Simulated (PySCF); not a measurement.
[AlI3(PMe3)], C₃H₉AlI₃P.
Atom-mapped SMILES: `[CH3:1][P+:2]([CH3:3])([CH3:4])[Al-:5]([I:6])([I:7])[I:8]` (hydrogens: H9, H10, H11 on C1; H12, H13, H14 on C3; H15, H16, H17 on C4)

Computed, not measured: PBE0-D3(BJ)/def2-SVP geometry optimisation, gas phase, def2 core potentials past Kr in PySCF 2.14.0.

Q: List the bond lengths, angles and torsions at this level.

A: 
| bond | length (Å) | order |
| --- | --- | --- |
| C1–P2, P2–C3, P2–C4 | 1.818 | single |
| P2–Al5 | 2.404 | single |
| Al5–I6, Al5–I7, Al5–I8 | 2.511 | single |
| C1–H9 and 8 like bonds | 1.100 | single |

Bonds in one row agree within 0.01 Å and their mean is given. Orders are formal, as drawn. A selection of angles:
| angle | degrees |
| --- | --- |
| C1–P2–C3 | 106.5 |
| C1–P2–Al5 | 112.2 |
| P2–Al5–I6 | 101.6 |
| I6–Al5–I7 | 116.1 |

Dihedral angles: C1–P2–Al5–I6 -179° (antiperiplanar).

All 3 Al–I bonds measure 2.511 Å. Al5 (aluminium bonded to 3 I and P) is distorted tetrahedral (angles from 101.3° to 116.3°). P2 (phosphorus bonded to Al and 3 C) is tetrahedral (angles from 106.5° to 112.3°). All 3 C–P bonds measure 1.818 Å.

PBE0-D3(BJ)/def2-SVP frequencies: not computed here.
